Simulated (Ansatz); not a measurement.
`Cc1cccc(N)c1` → `CNc1ccccc1`  (isomerisation)

Computed with Ansatz on PBE0-D4/def2-TZVP structures; ΔE is electronic, products minus reactants. CCSD(T)/CBS is the MP2 limit (def2-TZVPP, def2-QZVPP) plus CCSD(T) − MP2 in def2-TZVPP, frozen cores. DFT in def2-TZVPP. B3LYP here is the variant with VWN-RPA as its local correlation; programs differ in this. Each species was taken in one conformer, which may not be the lowest.

```json
{"level": "B3LYP-D4", "ΔE (kJ/mol)": "34.6"}
{"level": "ωB97X-V", "ΔE (kJ/mol)": "36.0"}
{"level": "ωB97M-V", "ΔE (kJ/mol)": "37.4"}
{"level": "PBE", "ΔE (kJ/mol)": "36.1"}
{"level": "r2SCANh", "ΔE (kJ/mol)": "38.2"}
{"level": "BHLYP", "ΔE (kJ/mol)": "34.9"}
{"level": "LC-ωPBE", "ΔE (kJ/mol)": "38.0"}
{"level": "MP2/CBS(def2)", "ΔE (kJ/mol)": "40.0"}
```

Q: What does CCSD(T)/CBS give? (An estimate is asked.)

A: Computed: +37.9 kJ/mol. The listed levels differ from it by -3.3, -1.9, -0.5, -1.8, 0.3, -3.0, 0.1, 2.1 kJ/mol.

Largest T1 diagnostic among the species: 0.011.

Leaving LDA and LC-ωPBE aside and taking each functional with its dispersion term where it has one, the values, not all of them listed here, spread over 6.3 kJ/mol, from BLYP-D4 to B97M-V. At CCSD(T), def2-SVP lies −3.8 kJ/mol from the extrapolated value and def2-TZVPP −0.3 kJ/mol.
